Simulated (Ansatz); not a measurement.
```yaml
crystal:
  periodic: [false, false, false]
  atoms:
    - {symbol: O, position_ang: [-1.723498, 2.141565, -0.078440]}
    - {symbol: B, position_ang: [-0.201672, 1.905951, -0.580811]}
    - {symbol: Ga, position_ang: [0.609419, 0.271595, 1.139502]}
    - {symbol: Ge, position_ang: [0.598299, -2.260088, 0.350420]}
    - {symbol: H, position_ang: [-2.015312, 2.930704, -0.808292]}
    - {symbol: H, position_ang: [1.713072, 0.963339, 2.360590]}
    - {symbol: H, position_ang: [1.713072, 0.663339, 2.060590]}
    - {symbol: H, position_ang: [-0.815306, -2.583813, -0.967080]}
    - {symbol: H, position_ang: [-0.490829, -2.909492, 1.132183]}
    - {symbol: H, position_ang: [1.522676, -2.648732, -0.235337]}
basis:
  gaussian: {orbitals: def2-mTZVP}
hamiltonian: {xc: {name: RPBE}}
output: {forces: true}
```

```sh
$ ansatz run in.yaml --threads 4 --pin off --events-out ev --progress --plain --max-ram 10444MiB
```

Shortened log:

```
Functional definition: RPBE
1308 factors; their error is unknown
mean field evaluation 1: about -111690.7900 eV, gradient 7.1e1 eV
mean field evaluation 2: about -111514.7569 eV, gradient 2.0e2 eV
mean field evaluation 4: about -111696.1383 eV, gradient 2.6e1 eV
mean field evaluation 8: about -111700.0068 eV, gradient 8.0e-1 eV
mean field evaluation 16: about -111699.9725 eV, gradient 1.2e-2 eV
mean field -111699.97251789 eV, -4104.8982770717 hartree, gradient 4.7e-5 eV, S^2 0.000000; 1 other end points of the search recorded, 0 dependent functions left out
reference -111699.97256663 eV, -4104.8982788627 hartree; 41, 41 occupied and 92, 92 virtual orbitals, 1308 factors
Total energy: -111699.97256663 eV, -4104.8982788627 hartree
Atom 0 at    -1.723498     2.141565    -0.078440 Å, force     3.144614     2.526795    -4.152839 eV/Å
Atom 1 at    -0.201672     1.905951    -0.580811 Å, force    -3.565575    -0.064456     2.335940 eV/Å
Atom 2 at     0.609419     0.271595     1.139502 Å, force    -5.774147    -1.128166    -4.662204 eV/Å
Atom 3 at     0.598299    -2.260088     0.350420 Å, force   -13.584328     6.182201     5.346875 eV/Å
Atom 4 at    -2.015312     2.930704    -0.808292 Å, force     0.744962    -2.827362     2.508315 eV/Å
Atom 5 at     1.713072     0.963339     2.360590 Å, force     1.337948    28.794191    29.239718 eV/Å
Atom 6 at     1.713072     0.663339     2.060590 Å, force     3.446098   -27.382385   -25.565944 eV/Å
Atom 7 at    -0.815306    -2.583813    -0.967080 Å, force     1.804234     0.999266     1.062643 eV/Å
Atom 8 at    -0.490829    -2.909492     1.132183 Å, force     0.051086    -1.007401     1.276983 eV/Å
Atom 9 at     1.522676    -2.648732    -0.235337 Å, force    12.395107    -6.092683    -7.389486 eV/Å
Dipole moment:     0.669355     0.172366     0.668793 e Å
```

What is wrong with this run?

One atom was put on top of another. The calculation finished and met its thresholds. The result belongs to that input, not to the molecule as meant.
